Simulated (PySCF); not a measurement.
SiCl₂FI, SMILES F[Si](Cl)(Cl)I.

The structure is a stationary point at PBE0-D3(BJ)/def2-SVP. This is a generated structure with no PubChem entry under its InChIKey; it may be hypothetical. The def2 effective core potentials stand for the cores of I; spin–orbit coupling is left out.

Calculation: PBE/def2-TZVP (PySCF).

The molecule is in vacuum.

Computed frontier levels, gap, dipole moment and polarisability:
The highest occupied level is -7.17 eV and the lowest empty level is -2.26 eV. The orbital gap is 4.91 eV, the dipole moment is 0.92 D and the quadrupole, principal values (traceless, Buckingham form, about the centre of nuclear charge) comes out as -3.64, 0.31, 3.33 D·Å. The mean static polarisability comes out as 77.8 bohr³ (11.53 Å³) and the polarisability, principal values is 60.4, 76.8, 96.2 bohr³.
